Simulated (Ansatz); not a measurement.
Species: C$_{2}$H$_{4}$N, charge -1, multiplicity 1. It need not be the lowest isomer of its formula. Whether it binds its extra electron was not tested at this geometry. 
Structure (B3LYP-D3(BJ)/def2-TZVP (Ansatz, a quantum-chemistry and plane-wave program) minimum search):
SMILES: [CH2-]N=C
```xyz
7

C      1.1013    -0.4259     0.1188
N      0.0590     0.3691     0.2546
C     -1.1370     0.2023    -0.2731
H      2.0361    -0.1706     0.6104
H      1.0719    -1.3507    -0.4773
H     -1.3932    -0.6589    -0.9089
H     -1.9134     0.9379    -0.0811
```
Charge -1, spin multiplicity 1.

Basis-set convergence of Hartree-Fock and MP2 correlation energies (hartree) with Ansatz. Correlated levels leave the core frozen unless marked. No spin-orbit coupling. Non-relativistic.

```tsv
basis	functions	E(HF)	E(corr, MP2)
aug-cc-pVDZ	105	-132.42924	-0.48686
aug-cc-pVTZ	230	(withheld)	(withheld)
```

### Question
Fill in the missing entries.

### Answer

- aug-cc-pVTZ, E(HF): -132.46016
- aug-cc-pVTZ, E(corr, MP2): -0.57785
